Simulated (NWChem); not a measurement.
System: CH4FInO; SMILES [CH3][In]([OH])[F]

The following NWChem deck was run.

```
start job
memory heap 200 mb stack 900 mb global 1100 mb
geometry units angstroms noautoz
  In    -0.009739    -0.042497     0.005876
  F      1.650169     1.022759    -0.007765
  C      0.029719    -2.171048     0.008120
  H     -0.151826    -2.528533    -1.014874
  H     -0.758380    -2.552229     0.670614
  H      1.014129    -2.514905     0.350263
  O     -1.543685     1.224687     0.003563
  H     -1.233362     2.138433    -0.006066
end
basis spherical
  * library def2-svp
end
ecp
  In library def2-ecp
end
dft
  xc rpbe cpbe96
  iterations 150
  mulliken
end
task dft energy
```

Geometry: optimised at PBE0/def2-SVP. def2 effective core potentials on In; no spin-orbit coupling.

Question: Predict the main results of this run. (RPBE/def2-SVP with def2 effective core potentials on In.) Quantities: energy (Ha); highest occupied level (eV); orbital gap (eV); dipole (D).

Answer: 
```
Property                      Result
---------------------------  -------
energy (Ha)                  -405.63
highest occupied level (eV)    -6.48
orbital gap (eV)                4.61
dipole (D)                      2.30
```
